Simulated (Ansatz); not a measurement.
The same path of BClH6OSi (10 atoms, charge 0, multiplicity 1) was run twice with different band settings. Lost on the way: B1–H2, O5–H10. Made: H2–H10.

All numbers below come from Ansatz 0.2.0, RKS PBE0/6-31G*.

Relaxed end points:

```xyz
10
Properties=species:S:1:pos:R:3
B 0.053 0.050 0.115
H -0.057 -0.863 0.893
Cl 1.677 0.028 -0.764
H -0.877 0.289 -0.607
O 0.211 1.395 1.043
Si 1.740 1.918 1.689
H 2.497 0.768 2.222
H 2.462 2.713 0.679
H 1.275 2.793 2.800
H -0.561 1.533 1.613
```

```xyz
10
Properties=species:S:1:pos:R:3
B 0.390 0.909 -0.468
H -1.002 -1.153 2.422
Cl 1.794 0.041 -1.129
H -0.662 0.760 -1.007
O 0.509 1.699 0.605
Si 1.836 2.109 1.562
H 2.377 0.895 2.223
H 2.879 2.761 0.732
H 1.317 3.059 2.575
H -1.019 -0.454 2.167
```

Common settings: movable images 7; climbing image yes; optimiser quadratic models (default); start path through a guess of the saddle point; force threshold 0.05 eV/Å; end points relaxed.

| run | spring | iteration limit |
| --- | --- | --- |
| 1 | 5.0 eV/Å² | 53 |
| 2 | 0.1 eV/Å² | 60 |

Problem. What does each run give, and how far can it be trusted?

Solution. Run 1: converged after 19 iterations, highest image 1.090 eV above the first end. A vibrational analysis at the climbing image gives one clearly imaginary mode, 1480i cm⁻¹: a first-order saddle point.
Run 2: converged after 16 iterations, highest image 1.090 eV above the first end. Neighbouring images differ by up to 1.4 eV, so the band resolves the path poorly. Another band between the same ends (7 images) ends at a top of the same energy, where a vibrational analysis finds 1 clearly imaginary mode.
The orbitals stay closed-shell, which can raise the energy where a bond breaks towards radicals; this wasn't checked here.
